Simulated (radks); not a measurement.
Results of a calculation; reference values are marked as such.
Valence configurations of the aluminium ion Al2+ (all share [Ne]). Level of theory: scalar-relativistic Kohn-Sham, r2SCAN, spin-polarised, spherical densities, finite nucleus; open shells are filled with parallel spins first; meta-GGA in the generalised Kohn-Sham scheme; Fermi nuclear charge, rms radius 3.061 fm (a radial shooting solver on a logarithmic mesh with Libxc functionals). Energies are relative to 3s1; eigenvalues in eV for spin up.

valence,E (eV),moment (Bohr magnetons),e(3p),e(3s)
3s1,0.000,1,-,-24.697
3s0.5 3p0.5,3.490,1,-18.019,-24.932
3p1,6.895,1,-18.270,-

NIST lists [Ne] 3s1 as the ground configuration; this level of theory agrees among the configurations tried. The energies are those of spherical high-spin densities, not of single terms.
